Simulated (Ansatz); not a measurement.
Reactions of `CO[SiH](F)O[SiH3]`.

Gas-phase electronic energies from Ansatz, PBE0-D4/def2-TZVP geometries. CCSD(T)/CBS is the MP2 limit (def2-TZVPP, def2-QZVPP) plus CCSD(T) − MP2 in def2-TZVPP, frozen cores. This one scheme is used for every species. DFT in def2-TZVPP. def2 core potentials past Kr. For Br, Ga, Sn, Te outer-core shells are correlated without core-valence functions, which leaves a few kJ/mol of doubt a bond. Scalar relativity is left out up to krypton. One conformer a species, not always the lowest.

```json
{"reaction": "`CO[SiH](F)O[SiH3]` + `N#[C][SnH]([F])[F]` → `CO[SiH](F)C#N` + `[F][SnH]([F])[O][SiH3]`", "PBE-D4 (eV)": "0.55"}
{"reaction": "`CO[SiH](F)O[SiH3]` + `O[SiH](F)[SiH3]` → `F[SiH](F)O[SiH3]` + `CO[SiH](O)[SiH3]`", "PBE-D4 (eV)": "-0.01"}
{"reaction": "`CO[SiH](F)O[SiH3]` + `C=CSC` → `C=CS[SiH3]` + `CO[SiH](F)OC`", "PBE-D4 (eV)": "0.91"}
{"reaction": "`CO[SiH](F)O[SiH3]` + `C1NCS1` → `[SiH3]N1CSC1` + `CO[SiH](O)F`", "PBE-D4 (eV)": "0.51"}
{"reaction": "`CO[SiH](F)O[SiH3]` + `O[SiH2]F` → `CO[SiH](F)O[SiH2]F` + `O[SiH3]`", "PBE-D4 (eV)": "0.03"}
{"reaction": "`CO[SiH](F)O[SiH3]` + `[F][Ga]([F])[Br]` → `CO[SiH](Br)O[SiH3]` + `[F][Ga]([F])[F]`", "PBE-D4 (eV)": "1.02"}
{"reaction": "`CO[SiH](F)O[SiH3]` + `N=C=O` → `O=C=N[SiH3]` + `CO[SiH](O)F`", "PBE-D4 (eV)": "0.14"}
{"reaction": "`CO[SiH](F)O[SiH3]` + `C=C[SiH](O)O[SiH2]O` → `C=C[SiH](F)O[SiH3]` + `CO[SiH](O)O[SiH2]O`", "PBE-D4 (eV)": "-0.02"}
{"reaction": "`CO[SiH](F)O[SiH3]` + `C#N` → `CO[SiH](F)C#N` + `O[SiH3]`", "PBE-D4 (eV)": "0.87"}
{"reaction": "`CO[SiH](F)O[SiH3]` + `C1[SiH2][Te]1` → `CO[SiH2]O[SiH3]` + `FC1[SiH2][Te]1`", "PBE-D4 (eV)": "2.57"}
```

Q: Give the CCSD(T)/CBS values in the same order. (Best estimate.)

A: Ansatz gave: 0.60, -0.01, 1.07, 0.62, 0.04, 1.11, 0.19, -0.03, 1.01, 2.90 eV.

Largest T1 diagnostic: 0.018, for `N=C=O`.
